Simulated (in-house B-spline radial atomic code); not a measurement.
Radial electron density of neutral cadmium, [Kr] 4d9 5s2 5f1. Method: Dirac-Hartree-Fock, average of configuration, Fermi nucleus of rms radius 4.6087 fm. Calculated with a radial B-spline atomic code at the basis-set limit.

Columns: r (bohr), 4πr²n(r) (electrons per bohr), bar.

```
 0.00121    1.896 #
 0.00157    2.984 ##
 0.00205    4.698 ###
 0.00267    7.262 ####
 0.00349    11.09 ######
 0.00455    16.46 #########
 0.00593    23.69 ##############
 0.00774    32.82 ###################
  0.0101    43.17 #########################
  0.0132    53.21 ###############################
  0.0172    60.31 ###################################
  0.0224    62.24 ####################################
  0.0292    58.81 ##################################
  0.0381    54.06 ###############################
  0.0497    55.16 ################################
  0.0648    65.42 #####################################
  0.0845    76.76 ############################################
    0.11     75.1 ###########################################
   0.144    60.16 ##################################
   0.188    52.78 ##############################
   0.245    60.86 ###################################
   0.319    60.45 ###################################
   0.416    38.55 ######################
   0.543    19.65 ###########
   0.708    18.83 ###########
   0.923    19.65 ###########
     1.2    13.22 ########
    1.57    6.157 ####
    2.05    2.632 ##
    2.67     1.21 #
    3.48   0.4842 
    4.54   0.1242 
    5.92  0.01876 
    7.73  0.01003 
    10.1  0.01959 
    13.1  0.02272 
    17.1 0.006693 
    22.4 0.005031 
    29.2  0.03954 
      38  0.03656 
    49.6 0.007998 
    64.7 0.0003621 
    84.4 2.369e-06 
     110 1.366e-09
```

On this grid the curve has 6 maxima, near 0.0224, 0.0845, 0.245, 0.923, 13.1, 29.2 bohr.

The 5f5/2 radial function P(r) = rR(r), positive near the nucleus, with its small component Q(r) (sign convention: Q ≈ (P' + κP/r)/2c):

| r (bohr) | P | Q |
| --- | --- | --- |
| 0.416 | 0.0002181 | 9.202e-06 |
| 0.708 | 0.0005166 | 1.187e-05 |
| 1.2 | 0.001127 | 1.593e-05 |
| 2.05 | 0.003386 | 3.288e-05 |
| 3.48 | 0.01388 | 8.373e-05 |
| 5.92 | 0.05531 | 0.0001814 |
| 10.1 | 0.1399 | 0.0001992 |
| 17.1 | 0.08182 | -4.193e-05 |
| 29.2 | -0.1988 | -0.0001072 |
| 49.6 | -0.08943 | 8.256e-06 |
| 84.4 | -0.001539 | 5.71e-07 |
